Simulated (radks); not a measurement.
Values are calculated unless marked as measured or tabulated.
The platinum ion Pt+ inside a hard spherical wall (all orbitals vanish at R), configuration held at [Xe] 4f14 5d9 and not refilled when levels cross. Code: a radial shooting solver on a logarithmic mesh with Libxc functionals. Model: scalar-relativistic Kohn-Sham, LDA (Slater exchange, VWN5 correlation), spin-unpolarised, spherical densities, point nucleus. Eigenvalues in eV, with the zero of energy where the potential of the charges vanishes at infinity; a dash marks a level that is unbound or too diffuse for the functional's potential to be trusted. A positive occupied level is held by the wall or, in an anion where self-interaction has pushed it up, behind a barrier. The pressure on the wall is -dE/dV.

R (bohr),E (hartree),kinetic (hartree),e(5s),e(4f),e(5p),e(5d),"e(6s, empty)","e(6p, empty)",pressure (GPa)
free,-18402.9201,20524.313,-110.50,-78.767,-64.629,-14.597,-13.252,-6.830,0
20,-18402.9201,20524.313,-110.50,-78.767,-64.629,-14.597,-13.252,-6.830,< 0.0001
15,-18402.9201,20524.313,-110.50,-78.767,-64.629,-14.597,-13.252,-6.830,< 0.0001
8,-18402.9200,20524.314,-110.50,-78.760,-64.623,-14.590,-13.242,-6.719,0.00578
3.5,-18402.5564,20526.342,-104.74,-72.581,-59.202,-9.286,-4.021,9.101,134
3,-18401.9441,20529.197,-99.530,-66.725,-54.336,-3.878,6.503,24.019,517
2,-18393.3004,20565.481,-67.334,-28.269,-21.285,38.313,100.47,140.19,14800
1.5,-18361.7217,20683.585,-1.574,40.589,54.869,134.78,321.34,387.05,138000
